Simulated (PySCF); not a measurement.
# Pb: excitation energy

Pb [Xe] 4f14 5d10 6s2 6p2 (3P) → Pb [Xe] 4f14 5d10 6s1 6p3 (5S), as a difference of total energies. Computed with PySCF 2.14 in aug-cc-pwCVTZ-DK3 (11s10p8d5f1g, 125 functions), with scalar relativity by spin-free X2C-1e. Correlated levels: valence: [Xe] 4f14 5d10 frozen. The calculations carry no spin-orbit coupling.

```tsv
method	excitation energy (eV)
UHF	4.672
MP2 (valence)	5.340
SCS-MP2 (valence)	5.640
CCSD (valence)	5.472
CCSD(T) (valence)	5.497
```

Task: How much does correlation contribute at CCSD(T) (valence)?

Result: 5.497 − (4.672) = 0.825 eV, measured against UHF.

Spin-orbit coupling is strong in these open shells (close to jj coupling). The scalar numbers leave it out and a first-order estimate fails, so it can dominate the gap to the real levels.
